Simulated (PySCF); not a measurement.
Gas-phase reaction: 4 Ga(CH₃)₃.NH₃ → 4 GaH(CH₃)₂ + 3 H₂ + 2 (CH₃)₂NH + N₂

Computed with PySCF and rigid-rotor harmonic-oscillator thermochemistry at 1 bar. † marks an energy on the PBE0/def2-TZVP geometry and frequencies; other levels use their own. MP2 and CCSD(T) freeze the core. 6-31G* has spherical d functions here. All species are closed-shell singlets. B3LYP is the form with VWN-RPA correlation. Ga: all electrons, no relativistic terms. Adducts (Ga(CH₃)₃.NH₃) have no counterpoise correction, and HF, PBE, BLYP, B3LYP and PBE0 lack dispersion. Methyl groups turn as free rotors in GaH(CH₃)₂. GaH(CH₃)₂: computed as isolated molecules; such fragments, hydroxides, amides, oligomers or adducts are transient or little studied in the gas. MP2 isn't extrapolated to the basis-set limit; its ΔH°(298 K) is 616.0 kJ in def2-SVP and 675.6 kJ in def2-TZVPP. CCSD(T) isn't extrapolated to the basis-set limit. The harmonic model lacks anharmonicity and excited electronic states, which grow with temperature; levels with a mode under 35 cm⁻¹ are left out. Internal rotation in (CH₃)₂NH is treated as a harmonic vibration of one conformer, which makes the entropy rough. Soft modes under 120 cm⁻¹ make the harmonic entropy rough for Ga(CH₃)₃.NH₃.

```
level               ΔE electronic, kJ  ΔH°(298 K), kJ  ΔS°(298 K), J/K  ΔG°(1600 K), kJ
------------------  -----------------  --------------  ---------------  ---------------
B3LYP/6-31G*                      603             473              694             -536
BLYP/def2-TZVP†                   573             446              707             -582
CCSD(T)/def2-SVP†                 715             588              707             -440
MP2/def2-SVP†                     743             616              707             -412
PBE/def2-SVP                      719             594              709             -436
PBE0/def2-SVP†                    768             641              707             -387
r2SCAN/def2-TZVP†                 758             630              707             -398
ωB97X-V/def2-TZVP†                729             602              707             -426
```
ΔH° is lowest at BLYP/def2-TZVP† and highest at PBE0/def2-SVP†. No reference value is set beside these.
